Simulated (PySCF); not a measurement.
Ca⁺: interval between two levels

Ca⁺ [Ar] 4s1 [2S1/2, M_J = 1/2] → Ca⁺ [Ar] 3d1 [2D5/2, M_J = 5/2], as a difference of total energies. Computed with PySCF 2.14 in x2c-TZVPall-2c with one added diffuse shell each of s, p, d type (7s8p4d, 51 functions), with the two-component X2C-1e Hamiltonian. Correlated levels: [Ne] frozen; the 6 highest virtual spinors dropped. "Screened" scales the spin-orbit matrix elements by Boettger's factors to mimic the two-electron term; Breit and QED terms are absent.

```tsv
method	interval between two levels (cm⁻¹)
GHF (spin-free)	19019
GMP2 (spin-free)	21886
GHF (screened spin-orbit)	19031
GMP2 (screened spin-orbit)	21905
```

Errors of the correlated levels include the incompleteness of this basis and the frozen core.

For comparison: 13711 cm⁻¹ (measured; NIST Handbook of Basic Atomic Spectroscopic Data (Sansonetti and Martin, J. Phys. Chem. Ref. Data 34, 1559 (2005))).
